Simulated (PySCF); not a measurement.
H7NO2Si2, SMILES O[Si]([SiH3])(O)N. Atoms are numbered in the order given.

```xyz
12

N      1.3672     1.3981     0.0000
Si     0.4136    -0.0509     0.0000
O      0.7843    -0.8588    -1.4088
O      0.7843    -0.8588     1.4088
Si    -1.9126     0.1337     0.0000
H      1.3729     1.9837     0.8314
H      1.3729     1.9837    -0.8314
H      1.7221    -0.8844    -1.6398
H      1.7221    -0.8844     1.6398
H     -2.3631     0.8959    -1.2077
H     -2.5966    -1.1958     0.0000
H     -2.3631     0.8959     1.2077
```
Charge 0, spin multiplicity 1.

Coordinates come from a r2SCAN-D4/def2-SVP optimisation. This is a generated structure with no PubChem entry under its InChIKey; it may be hypothetical. Other conformers were not sampled.

All values below come from M06-2X/def2-TZVP in PySCF.

Symmetry labels are those of the subgroup Cs that the program uses (full group Cs).

Computed valence orbital energies around the gap with their symmetry:
```csv
orbital,symmetry,energy (eV)
HOMO−7,A',-12.75
HOMO−6,A",-12.03
HOMO−5,A',-11.37
HOMO−4,A",-10.99
HOMO−3,A',-10.82
HOMO−2,A",-10.64
HOMO−1,A',-10.29
HOMO,A',-8.70
LUMO,A',1.04
LUMO+1,A',1.26
LUMO+2,A",1.38
LUMO+3,A',2.19
```
